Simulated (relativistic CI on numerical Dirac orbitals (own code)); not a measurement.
# Electric-dipole lines of Al7+

These numbers are calculated, not measured: Dirac-Coulomb-Breit CI, separate exchange-only KLI orbitals for each configuration, model QED, valence Slater integrals scaled by 0.9, P86 correlation estimate, and configurations built on the next ion tied to the tabulated ionisation energy (semi-empirical) (own radial code, finite nucleus).

Configuration list (outside the closed core 1s2): 2s²2p², 2s²2p3s, 2s²2p3p, 2s²2p3d, 2s²2p4s, 2s2p³, 2p⁴, 2p³3s, 2p³3p, 2p³3d, 2s2p²3s, 2s2p²3p, 2s2p²3d, 2s²2p4p, 2s²2p4d, 2s²2p4f, 2s²3s², 2s²3s3p, 2s2p²4s, 2s²3p², 2s²3s3d, 2s2p²4p, 2s2p²4d, 2s2p²4f. Levels of other configurations are missing.

| λ vac (Å) | Lower | Upper | A (s⁻¹) | log gf | S velocity/length |
| --- | --- | --- | --- | --- | --- |
| 54.199 | 2s²2p² ³P0 [1] | 2s²2p4d ³D°1 [177] | 1.98e+11 | -0.58 | 0.98 |
| 54.209 | 2s²2p² ³P2 [3] | 2s²2p4d ³P°2 [183] | 1.80e+11 | -0.40 | 0.96 |
| 54.221 | 2s²2p² ³P1 [2] | 2s²2p4d ³D°2 [178] | 1.83e+11 | -0.39 | 0.98 |
| 54.246 | 2s²2p² ³P2 [3] | 2s²2p4d ³D°3 [179] | 2.60e+11 | -0.10 | 0.99 |
| 55.171 | 2s²2p² ¹D2 [4] | 2s²2p4d ¹F°3 [188] | 3.99e+11 | 0.11 | 1.01 |
| 56.588 | 2s²2p² ¹S0 [5] | 2s²2p4d ¹P°1 [187] | 2.23e+11 | -0.49 | 0.90 |
| 67.725 | 2s²2p² ³P1 [2] | 2s²2p3d ³P°0 [47] | 3.99e+11 | -0.56 | 0.95 |
| 67.748 | 2s²2p² ³P1 [2] | 2s²2p3d ³P°1 [46] | 1.94e+11 | -0.40 | 0.97 |
| 67.872 | 2s²2p² ³P2 [3] | 2s²2p3d ³P°1 [46] | 1.84e+11 | -0.42 | 0.96 |
| 67.913 | 2s²2p² ³P2 [3] | 2s²2p3d ³P°2 [45] | 4.40e+11 | 0.18 | 0.97 |
| 67.957 | 2s²2p² ³P0 [1] | 2s²2p3d ³D°1 [40] | 4.86e+11 | 0.00 | 0.99 |
| 68.011 | 2s²2p² ³P1 [2] | 2s²2p3d ³D°2 [41] | 6.19e+11 | 0.33 | 0.99 |
| 68.036 | 2s²2p² ³P1 [2] | 2s²2p3d ³D°1 [40] | 2.01e+11 | -0.38 | 1.01 |
| 68.062 | 2s²2p² ³P2 [3] | 2s²2p3d ³D°3 [43] | 7.00e+11 | 0.53 | 1.00 |
| 68.880 | 2s²2p² ¹D2 [4] | 2s²2p3d ¹F°3 [49] | 8.72e+11 | 0.64 | 1.03 |
| 70.685 | 2s²2p² ¹D2 [4] | 2s²2p3d ¹D°2 [37] | 1.97e+11 | -0.13 | 0.94 |
| 71.121 | 2s²2p² ¹S0 [5] | 2s²2p3d ¹P°1 [48] | 5.27e+11 | 0.08 | 0.96 |
| 76.643 | 2s²2p² ³P2 [3] | 2s²2p3s ³P°2 [23] | 6.46e+10 | -0.55 | 0.89 |
| 78.402 | 2s²2p² ¹D2 [4] | 2s²2p3s ¹P°1 [24] | 1.10e+11 | -0.52 | 0.91 |
| 216.89 | 2s²2p3p ³D2 [27] | 2s²2p4d ³F°3 [174] | 2.52e+10 | 0.09 | 0.99 |
| 216.99 | 2s²2p3p ³D3 [28] | 2s²2p4d ³F°4 [176] | 2.73e+10 | 0.24 | 0.99 |
| 221.89 | 2s²2p3p ³P2 [32] | 2s²2p4d ³D°3 [179] | 1.87e+10 | -0.01 | 0.90 |
| 226.10 | 2s²2p3p ¹D2 [33] | 2s²2p4d ¹F°3 [188] | 2.75e+10 | 0.17 | 0.91 |
| 241.62 | 2s²2p3d ¹D°2 [37] | 2s²2p4f ¹F3 [205] | 4.18e+10 | 0.41 | 0.93 |
| 246.35 | 2s²2p3d ³F°4 [38] | 2s²2p4f ³F4 [195] | 1.77e+10 | 0.16 | 0.82 |
| 247.23 | 2s²2p3d ³F°3 [36] | 2s²2p4f ¹G4 [192] | 2.39e+10 | 0.30 | 0.95 |
| 248.36 | 2s²2p3d ³F°2 [35] | 2s²2p4f ³G3 [190] | 5.56e+10 | 0.56 | 0.94 |
| 248.85 | 2s²2p3d ³F°4 [38] | 2s²2p4f ³G5 [191] | 7.26e+10 | 0.87 | 0.94 |
| 249.86 | 2s²2p3d ³F°3 [36] | 2s²2p4f ³G4 [189] | 4.70e+10 | 0.60 | 0.94 |
| 252.73 | 2s²2p3d ³D°3 [43] | 2s²2p4f ³D3 [197] | 2.00e+10 | 0.13 | 0.83 |
| 253.98 | 2s²2p3d ³P°2 [45] | 2s²2p4f ³D2 [200] | 2.74e+10 | 0.12 | 0.84 |
| 254.10 | 2s²2p3d ³D°1 [40] | 2s²2p4f ³F2 [194] | 5.92e+10 | 0.46 | 0.90 |
| 254.22 | 2s²2p3d ³D°3 [43] | 2s²2p4f ³F4 [195] | 6.28e+10 | 0.74 | 0.91 |
| 254.55 | 2s²2p3d ³D°2 [41] | 2s²2p4f ³F3 [193] | 6.44e+10 | 0.64 | 0.89 |
| 254.56 | 2s²2p3d ³P°1 [46] | 2s²2p4f ³D2 [200] | 4.77e+10 | 0.36 | 0.87 |
| 254.80 | 2s²2p3d ³P°2 [45] | 2s²2p4f ³D3 [197] | 5.22e+10 | 0.55 | 0.87 |
| 265.40 | 2s²2p3d ¹F°3 [49] | 2s²2p4f ¹F3 [205] | 2.00e+10 | 0.17 | 0.78 |
| 273.09 | 2s²2p3d ¹F°3 [49] | 2s²2p4f ¹G4 [192] | 4.25e+10 | 0.63 | 0.92 |
| 276.30 | 2s²2p3d ¹F°3 [49] | 2s²2p4f ³G4 [189] | 2.15e+10 | 0.35 | 0.92 |
| 277.75 | 2s²2p3d ¹P°1 [48] | 2s²2p4f ¹D2 [186] | 2.20e+10 | 0.11 | 0.79 |
| 1055.0 | 2s²2p3s ¹P°1 [24] | 2s²2p3p ¹D2 [33] | 1.03e+09 | -0.06 | 0.84 |
| 1226.4 | 2s²2p3p ¹D2 [33] | 2s²2p3d ¹F°3 [49] | 6.18e+08 | -0.01 | 1.26 |
| 1262.4 | 2s²2p3p ³D2 [27] | 2s²2p3d ³F°3 [36] | 4.85e+08 | -0.09 | 1.13 |
| 1272.3 | 2s²2p3p ³D3 [28] | 2s²2p3d ³F°4 [38] | 5.15e+08 | 0.05 | 1.13 |
| 1363.6 | 2s²2p3s ³P°2 [23] | 2s²2p3p ³D3 [28] | 4.22e+08 | -0.08 | 1.01 |

Terms are leading LS components. Brackets give the number of a level in order of energy, since labels repeat. The list gives strong lines, with weight on those to low levels, without configurations that were not tied to measured data, among the lowest 300 of 462 levels, so that lines to higher ones, which can be the strongest, are missing. Levels whose partners in the same complex of configurations lie outside the list can be far off, and so can their lines. Rates are taken at the computed energies, electric ones in the length gauge. A velocity-to-length ratio far from 1 marks an uncertain rate.

Configurations that consist of the next ion and one excited electron were tied to the tabulated ionisation energy; Rydberg ones are usually within 1,000 to 3,000 cm⁻¹ and the lowest ones within about 6,000 (9,000 in d shells), while levels on excited terms of the next ion carry the error of that term, and the other configurations can be misplaced by 10,000 cm⁻¹ or more. Rates follow the energies as ν³ (E1, M1) or ν⁵ (E2), so rates, branching and lifetimes can be off by large factors.
